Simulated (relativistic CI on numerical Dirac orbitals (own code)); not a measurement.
# Mn⁶⁺ (3d) in a crystal field

Calculated by Dirac-Coulomb-Breit CI, separate exchange-only KLI orbitals for each configuration, model QED (radiative potential, 1s self-energy scaled to tabulated hydrogen-like ionisation energies), one configuration in a parametric crystal field, unscaled Slater integrals (own radial code).

Field parameters in Wybourne normalisation: Td as Oh with Dq negative (B⁴₀ = 21Dq, B⁴₄ = √(5/14) B⁴₀). The field is a parameter set, without covalency.

S is read from ⟨S²⟩ = S(S + 1).

Powder χT (cm³ K mol⁻¹) by Van Vleck's formula, with temperature-independent terms:

```tsv
Field	2 K	5 K	10 K	20 K	50 K	100 K	200 K	300 K
Td, 10Dq = -2600 cm⁻¹	0.171	0.172	0.174	0.177	0.187	0.203	0.236	0.269
Td, 10Dq = -4700 cm⁻¹	0.234	0.235	0.236	0.238	0.244	0.255	0.276	0.297
Td, 10Dq = -6800 cm⁻¹	0.272	0.272	0.273	0.274	0.279	0.286	0.301	0.316
Td, 10Dq = -8900 cm⁻¹	0.294	0.294	0.295	0.296	0.3	0.305	0.317	0.328
Td, 10Dq = -11000 cm⁻¹	0.309	0.309	0.309	0.31	0.313	0.318	0.327	0.337
Td, 10Dq = -13050 cm⁻¹	0.319	0.319	0.319	0.32	0.322	0.326	0.334	0.342
Td, 10Dq = -15150 cm⁻¹	0.326	0.327	0.327	0.328	0.33	0.333	0.34	0.347
Td, 10Dq = -17250 cm⁻¹	0.332	0.332	0.333	0.333	0.335	0.338	0.344	0.35
```

Task: For Td, 10Dq = -8900 cm⁻¹: what effective moment follows at 300 K?

Result: μ_eff = √(8χT) = 1.62 μB. The ground level has S = 0.50; the spin-only moment for S = 1/2 is 1.73 μB. The difference comes from the orbital moment, spin-orbit mixing of terms and temperature-independent paramagnetism, all larger in this ionic model than in covalent complexes.
